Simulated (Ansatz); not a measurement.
A CCSD(T) single point on ClF$_{3}$H$_{2}$O$_{2}$W (`[OH][W]([OH])([F])([F])([F])[Cl]`).

```yaml
crystal:
  periodic: [false, false, false]
  atoms:
    - {symbol: O, position_ang: [-0.351727, 0.035981, -1.650605]}
    - {symbol: W, position_ang: [-0.069526, 0.164483, 0.163355]}
    - {symbol: O, position_ang: [0.502888, -1.574228, 0.344757]}
    - {symbol: F, position_ang: [-0.666953, 1.927554, 0.134552]}
    - {symbol: F, position_ang: [0.125376, 0.429074, 1.995833]}
    - {symbol: F, position_ang: [-1.831738, -0.318322, 0.527343]}
    - {symbol: Cl, position_ang: [2.079064, 0.956483, -0.114646]}
    - {symbol: H, position_ang: [-0.627930, 0.567442, -2.398909]}
    - {symbol: H, position_ang: [0.840546, -2.188487, 0.998332]}
basis:
  gaussian: {orbitals: def2-TZVPP}
correlation: {method: ccsd_t}
```

```sh
$ ansatz run in.yaml --threads 2 --pin off --events-out ev --progress --plain --max-ram 32768MiB --backend cuda --devices 0, --max-vram 18GiB
```

The program prints (abridged):

```
Functional definition: HF
1830 factors; integrals over basis functions are off by at most 9.7e-4 eV
mean field evaluation 1: about -26533.9465 eV, gradient 8.3e1 eV
mean field evaluation 2: about -26534.2718 eV, gradient 8.4e1 eV
mean field evaluation 4: about -26545.4779 eV, gradient 7.1e0 eV
mean field evaluation 8: about -26545.6321 eV, gradient 1.0e0 eV
mean field evaluation 16: about -26545.6350 eV, gradient 3.1e-6 eV
mean field -26545.63495140 eV, -975.5340911862 hartree, gradient 3.1e-6 eV, S^2 0.000000; 0 other end points of the search recorded, 0 dependent functions left out
10 core orbitals not correlated: weight in the atoms' cores, before any rotation towards them, 1.000 or more for the frozen orbitals, at most 0.000 for the correlated occupied ones
reference -26545.63495140 eV, -975.5340911862 hartree; 28, 28 occupied and 243, 243 virtual orbitals, 1830 factors
second order -52.67158372 eV of doubles, -0.00000000 eV of singles
cycle   1  -49.72483082 eV  change     2.9e0 eV  update   2.8e-1
cycle   2  -51.43830019 eV  change    -1.7e0 eV  update   1.6e-1
cycle   3  -51.84153338 eV  change   -4.0e-1 eV  update   4.6e-2
cycle   4  -51.81493823 eV  change    2.7e-2 eV  update   1.8e-2
cycle   5  -51.78841146 eV  change    2.7e-2 eV  update   5.2e-3
cycle   6  -51.78928227 eV  change   -8.7e-4 eV  update   2.1e-3
cycle   7  -51.79078213 eV  change   -1.5e-3 eV  update   9.4e-4
cycle   8  -51.79027746 eV  change    5.0e-4 eV  update   3.3e-4
cycle   9  -51.79018328 eV  change    9.4e-5 eV  update   1.8e-4
cycle  10  -51.79051761 eV  change   -3.3e-4 eV  update   8.5e-5
cycle  11  -51.79038311 eV  change    1.3e-4 eV  update   5.0e-5
cycle  12  -51.79030494 eV  change    7.8e-5 eV  update   1.9e-5
cycle  13  -51.79035690 eV  change   -5.2e-5 eV  update   1.0e-5
perturbative correction -2.37610284 eV, -0.0873201688 hartree
Total energy: -26599.80141113 eV, -977.5246718662 hartree
```

Hardware: 2 threads of an AMD EPYC 7R13 on a shared host and a share of an NVIDIA H100 80 GB. Wall time 22 s, peak host memory 0.84 GiB.

MP2 recovers 97.2 % of the CCSD(T) correlation energy and the triples give 4.4 %; T1 = 0.0212.
